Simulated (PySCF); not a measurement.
# Computed properties of C3H5ClOSi, SMILES Cl[Si@@H]1CC=CO1

C3H5ClOSi, SMILES Cl[Si@@H]1CC=CO1. Geometry optimised at B3LYP-D3(BJ)/def2-SVP. The structure was generated by enumeration; whether it is a known compound was not checked. The values are those of a single conformer. All values are computed for the isolated molecule unless a solvent is named; none is compared with measurement here.

**Structure.** All 27 harmonic modes at B3LYP-D3(BJ)/def2-SVP (PySCF) are real, so it is a minimum. With heavy atoms numbered as in [Cl:1][Si@@H:2]1[CH2:3][CH:4]=[CH:5][O:6]1, the shortest bond between them is C4–C5 at 1.342 Å and the longest Cl1–Si2 at 2.073 Å.

**Vibrations.** The strongest infrared lines (harmonic, unscaled, degenerate partners summed) lie at 875 cm⁻¹ (163 km/mol, H 70 %, C 16 %, Si 10 %), 1055 cm⁻¹ (130 km/mol, H 44 %, C 29 %, O 27 %), 2290 cm⁻¹ (110 km/mol, H 97 %). The softest mode is at 86 cm⁻¹ and the zero-point energy is 47.3 kcal/mol.

**Electronic structure.** PBE0/def2-TZVP (PySCF) places the frontier levels at -6.79 and 0.30 eV, a gap of 7.09 eV, and gives a dipole moment of 1.98 D and a mean polarisability of 69.4 bohr³. PBE/def2-TZVP (PySCF) at the same geometry gives -5.62 and -0.72 eV, so its gap is 2.19 eV narrower. An orbital gap is neither the optical nor the fundamental gap.

**Excitations.** TDA-PBE0/def2-SVPD (PySCF) has S1 at 5.93 eV (209 nm, f = 0.008, weak); the most intense of the 10 singlets computed lies at 6.88 eV (f = 0.08). T1 (TDA) is at 4.06 eV, 1.87 eV under S1. TDA-PBE/def2-SVPD (PySCF) puts S1 at 5.18 eV. No vertical singlet excitation falls in the visible range (under 3.1 eV).

**NMR.** GIAO shifts at HF/pcSseg-1 (PySCF) (non-relativistic, atoms alike by connectivity averaged): ¹³C from 14.9 to 160.2 ppm against TMS; ¹H from 1.7 to 7.0 ppm against TMS; ²⁹Si at 17.5 ppm against TMS. Without spin–orbit terms, shifts of atoms bonded to Cl or Br come out too high.

**Solvation.** SMD-ωB97X/def2-SVP (PySCF) gives -1.2 kcal/mol in water, -4.3 kcal/mol in methanol, -4.3 kcal/mol in ethylethanoate (1 M in both phases, gas-phase geometry).
